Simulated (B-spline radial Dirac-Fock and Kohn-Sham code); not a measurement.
ΔSCF core binding energies without Breit or QED terms, calculated with a radial B-spline solver.

A sound run for the Sm⁵⁺ ion, [Xe] 4f3: The ground state converged in 10 iterations, with total energy -10424.28834 Ha, virial ratio 1.92233 and highest orbital energy -85.78 eV. ΔSCF binding energies: K (1s) 47111.6 eV, L3 (2p3/2) 6818.4 eV, M5 (3d5/2) 1171.8 eV.

A second run, with one unsound setting: The ground state had not converged after 3 iterations, with total energy -10423.71176 Ha, virial ratio 1.91862 and highest orbital energy -70.13 eV. ΔSCF binding energies: K (1s) 47122.5 eV, L3 (2p3/2) 6828.5 eV, M5 (3d5/2) 1180.3 eV (not all states converged, so these are not final).

```
iter   energy (Ha)        error
   1   -10400.48191285  2.01e+00
   2   -10417.03184734  8.20e-01
   3   -10423.71175816  2.15e-01
```

Question: Which fault fits the second run best?
A. mesh too coarse
B. too few iterations
C. overfilled shell
D. functional not served

Answer: B. The input had maxit = 3: maxit ends the run before self-consistency.
